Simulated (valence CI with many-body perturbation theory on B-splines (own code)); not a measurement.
Energy levels of Sr25+

Computed by relativistic CI+MBPT: three valence electrons over a frozen Dirac-Fock core [Ne], a basis of 11 s, 11 p, 10 d, 8 f, 5 g, 2 h functions for each j, with the one-electron correlation potential Σ1, the two-electron term Σ2, the three-electron term Σ3, Breit, model QED; selected CI, second order for the rest, scaled by the run's own slope (own B-spline code, finite nucleus).

No measured spectrum was set against this ion. As an estimate, levels of excited configurations hold to 0.05 to 0.15 % of their energy, terms of the ground configuration to about 0.5 %.

Levels 46 to 90 of 153, with energies above the lowest level, 3s²3p ²P°_1/2. "Leading %" is the weight of the configuration and term that name the level; weights of strongly mixed levels are sums over their largest components and can fall short. In the jj column 3d3/2^4 stands for four electrons in 3d with j = 3/2. Lifetimes count E1, E2, E3, M1 and M2 decay at the calculated energies, and are blank where another channel may lead or the interval is too uncertain; long ones can be off by a factor of two.

| No. | Configuration | Term | J | E (cm⁻¹) | Leading % | Leading jj | Lifetime |
| --- | --- | --- | --- | --- | --- | --- | --- |
| 46 | 3p²3d | ⁴D | 1/2 | 1961900 | 81 | 3p1/2 3p3/2 3d3/2 (98 %) | 17.2 ps |
| 47 | 3p²3d | ⁴F | 7/2 | 1967600 | 61 | 3p1/2 3p3/2 3d5/2 (92 %) | 22.4 ps |
| 48 | 3p²3d | ⁴F | 9/2 | 1994000 | 61 | 3p1/2 3p3/2 3d5/2 (88 %) | 28.1 ps |
| 49 | 3p²3d | ⁴D | 3/2 | 2002000 | 50 | 3p1/2 3p3/2 3d5/2 (75 %) | 15.1 ps |
| 50 | 3p²3d | ⁴D | 5/2 | 2004200 | 47 | 3p1/2 3p3/2 3d5/2 (64 %) | 15.4 ps |
| 51 | 3p²3d | ⁴P | 5/2 | 2044300 | 43 | 3p1/2 3p3/2 3d5/2 (65 %) | 8.55 ps |
| 52 | 3p²3d | ²G | 7/2 | 2047500 | 69 | 3p1/2 3p3/2 3d5/2 (38 %) | 30.5 ps |
| 53 | 3p²3d | ⁴P | 3/2 | 2051500 | 41 | 3p1/2 3p3/2 3d3/2 (75 %) | 7.97 ps |
| 54 | 3p²3d | ²P | 1/2 | 2055000 | 42 | 3p1/2 3p3/2 3d3/2 (60 %) | 9.83 ps |
| 55 | 3p²3d | ⁴D | 7/2 | 2086100 | 62 | 3p3/2^2 3d5/2 (81 %) | 18.2 ps |
| 56 | 3p²3d | ²P | 1/2 | 2100700 | 55 | 3p3/2^2 3d3/2 (41 %) | 7.69 ps |
| 57 | 3p²3d | ²G | 9/2 | 2110200 | 51 | 3p3/2^2 3d5/2 (84 %) | 26.0 ps |
| 58 | 3p²3d | ²D | 3/2 | 2122900 | 60 | 3p1/2 3p3/2 3d5/2 (46 %) | 11.0 ps |
| 59 | 3p²3d | ²D | 5/2 | 2124400 | 50 | 3p3/2^2 3d3/2 (32 %) | 8.58 ps |
| 60 | 3p²3d | ²P | 1/2 | 2129100 | 39 | 3p1/2 3p3/2 3d5/2 (64 %) | 12.5 ps |
| 61 | 3p²3d | ²D | 3/2 | 2133600 | 41 | 3p3/2^2 3d3/2 (62 %) | 8.80 ps |
| 62 | 3p²3d | ²F | 5/2 | 2152800 | 57 | 3p1/2 3p3/2 3d5/2 (34 %) | 7.04 ps |
| 63 | 3s3d² | ⁴F | 3/2 | 2193900 | 98 | 3s 3d3/2^2 (71 %) | 8.04 ps |
| 64 | 3s3d² | ⁴F | 5/2 | 2202200 | 98 | 3s 3d3/2 3d5/2 (64 %) | 8.55 ps |
| 65 | 3p²3d | ²S | 1/2 | 2209400 | 57 | 3p3/2^2 3d5/2 (45 %) | 8.66 ps |
| 66 | 3p²3d | ²P | 3/2 | 2209800 | 45 | 3p3/2^2 3d5/2 (55 %) | 10.4 ps |
| 67 | 3s3d² | ⁴F | 7/2 | 2212100 | 58 | 3s 3d3/2 3d5/2 (60 %) | 8.52 ps |
| 68 | 3p²3d | ²F | 7/2 | 2215800 | 47 | 3s 3d3/2 3d5/2 (35 %) | 7.88 ps |
| 69 | 3s3d² | ⁴F | 9/2 | 2227700 | 99 | 3s 3d5/2^2 (75 %) | 10.3 ps |
| 70 | 3p²3d | ²D | 5/2 | 2239600 | 79 | 3p3/2^2 3d5/2 (76 %) | 12.2 ps |
| 71 | 3s3d² | ⁴P | 1/2 | 2263500 | 98 | 3s 3d3/2^2 (43 %) | 7.08 ps |
| 72 | 3s3d² | ⁴P | 3/2 | 2269000 | 99 | 3s 3d3/2 3d5/2 (93 %) | 7.44 ps |
| 73 | 3s3d² | ⁴P | 5/2 | 2275500 | 95 | 3s 3d3/2 3d5/2 (55 %) | 7.77 ps |
| 74 | 3p²3d | ²D | 5/2 | 2304200 | 65 | 3p3/2^2 3d5/2 (58 %) | 6.50 ps |
| 75 | 3p²3d | ²D | 3/2 | 2314300 | 69 | 3p3/2^2 3d3/2 (41 %) | 6.53 ps |
| 76 | 3s3d² | ²D | 5/2 | 2348200 | 71 | 3s 3d5/2^2 (46 %) | 6.63 ps |
| 77 | 3s3d² | ²G | 7/2 | 2348900 | 86 | 3s 3d3/2 3d5/2 (69 %) | 10.5 ps |
| 78 | 3s3d² | ²D | 3/2 | 2350100 | 57 | 3p3/2^2 3d3/2 (25 %) | 6.08 ps |
| 79 | 3s3d² | ²G | 9/2 | 2351100 | 86 | 3s 3d3/2 3d5/2 (63 %) | 10.4 ps |
| 80 | 3s3d² | ²F | 5/2 | 2417100 | 57 | 3s 3d3/2 3d5/2 (38 %) | 5.37 ps |
| 81 | 3s3d² | ²F | 7/2 | 2423400 | 72 | 3s 3d5/2^2 (50 %) | 5.99 ps |
| 82 | 3s3d² | ²P | 1/2 | 2457500 | 56 | 3s 3d3/2 3d5/2 (41 %) | 4.41 ps |
| 83 | 3s3d² | ²P | 3/2 | 2481400 | 66 | 3s 3d3/2 3d5/2 (34 %) | 4.68 ps |
| 84 | 3s3d² | ²S | 1/2 | 2487000 | 69 | 3s 3d5/2^2 (68 %) | 5.52 ps |
| 85 | 3p3d² | ⁴G° | 5/2 | 2638900 | 79 | 3p1/2 3d3/2^2 (86 %) | 30.4 ps |
| 86 | 3p3d² | ⁴G° | 7/2 | 2675300 | 85 | 3p1/2 3d3/2 3d5/2 (84 %) | 29.0 ps |
| 87 | 3p3d² | ²D° | 5/2 | 2709200 | 33 | 3p1/2 3d3/2 3d5/2 (80 %) | 18.1 ps |
| 88 | 3p3d² | ⁴G° | 9/2 | 2715800 | 75 | 3p1/2 3d5/2^2 (39 %) | 24.2 ps |
| 89 | 3p3d² | ²D° | 3/2 | 2724900 | 46 | 3p1/2 3d3/2 3d5/2 (81 %) | 13.3 ps |
| 90 | 3p3d² | ⁴D° | 1/2 | 2744700 | 48 | 3p1/2 3d3/2 3d5/2 (94 %) | 13.4 ps |

Names give the largest LS component (configuration and term), which can be under half, so a name can repeat, a term be missing and a line seem to break the LS rules; names also repeat where a configuration has a term twice.

Where two levels of one J and parity lie close, their mixing, g and order are uncertain.
